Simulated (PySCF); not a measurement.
Krypton: a sound run and one with changed settings

Sound run: Kr [Kr], Kr⁺ [Ar] 3d10 4s2 4p5. Calculation: PySCF 2.14, in cc-pVTZ-DK; scalar relativity by spin-free X2C-1e. In the sound run the correlated levels freeze [Ar] 3d10. The sound run starts from symmetry-adapted Hartree-Fock orbitals and uses a fine grid where one is needed.

Changed run: all electrons correlated in a basis built for the valence shell.

```csv
species,method,sound run (hartree),changed run (hartree),converged
Kr,MP2,-2788.34432,-2788.45009,yes
Kr⁺,MP2,-2787.83065,-2787.93443,yes
```

Ionisation energy of Kr:

```tsv
method	sound run (eV)	changed run (eV)
UHF	13.051	13.051
MP2	13.978	14.032
SCS-MP2	13.893	13.929
```

A valence basis has no tight correlating functions, so it recovers only part of the core correlation, and not evenly between atom and ion.

For comparison, NIST gives 14.000 eV between the lowest levels.
